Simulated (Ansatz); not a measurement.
Frontier orbitals of `[F][Ti]([F])([F])[SeH]`.

```xyz
6

F    -1.447   -1.178    0.310
Ti    0.004   -0.236    0.531
F     0.065    0.523    2.092
F     1.372   -1.280    0.253
Se    0.038    1.582   -1.050
H    -0.032    0.589   -2.136
```

Total charge 0; spin multiplicity 1. Correlated methods include outer-core shells of Se, Ti, which these sets cover unevenly. Scalar relativity is left out up to krypton. The geometry is a stationary point of PBE0-D4/def2-TZVP. It is one conformer, not always the lowest. Basis def2-TZVPP, Ansatz 0.2.0.

Orbital energies of one run (eV). Highest occupied ones, from the top: -8.11, -9.42, -11.68, -12.69, -12.94, -13.01, -13.27, -13.63, -13.73, -13.93, -14.24, -14.29, -20.35, -33.69. Empty: -3.14, -3.01, -2.48, -1.71, -1.56, -0.15.

Which functional gave them?
A. r2SCAN0
B. ωB97X-V
C. B3LYP
D. LC-ωPBE

A. HOMO energies: r2SCAN0 -8.11, B3LYP -7.69, ωB97X-V -10.11, LC-ωPBE -10.43 eV.

B3LYP here is the variant with VWN-RPA as its local correlation; programs differ in this. LC-ωPBE has ω = 0.4 bohr⁻¹.
